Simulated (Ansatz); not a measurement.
The same path of FGeH₃ (5 atoms, charge 0, multiplicity 1) was run twice with different band settings. Lost on the way: Ge1–H2, Ge1–H3. Made: H2–H3.

Level of theory: RKS CAM-B3LYP/def2-SVP in Ansatz 0.2.0.

Relaxed end points:

```xyz
5
Properties=species:S:1:pos:R:3
Ge 0.284 -0.049 0.201
H 0.244 0.017 1.731
H 1.713 0.017 -0.346
F -0.535 1.373 -0.378
H -0.491 -1.252 -0.347
```

```xyz
5
Properties=species:S:1:pos:R:3
Ge 0.053 -0.064 -0.943
H 1.083 -0.247 1.320
H 1.655 0.086 0.928
F -0.827 1.382 -0.484
H -0.748 -1.051 0.039
```

Common settings: movable images 9; climbing image yes; spring 5.0 eV/Å²; optimiser quadratic models (default); force threshold 0.05 eV/Å; iteration limit 60; end points relaxed.

| run | start path |
| --- | --- |
| 1 | through a guess of the saddle point |
| 2 | straight line |

What does each run give, and how far can it be trusted?

Run 1: converged after 11 iterations, highest image 2.724 eV above the first end. A vibrational analysis at the climbing image gives one clearly imaginary mode, 1286i cm⁻¹: a first-order saddle point.
Run 2: converged after 8 iterations, highest image 2.724 eV above the first end. Another band between the same ends (9 images) ends at a top of the same energy, where a vibrational analysis finds 1 clearly imaginary mode.
The orbitals stay closed-shell, which can raise the energy where a bond breaks towards radicals; this wasn't checked here.
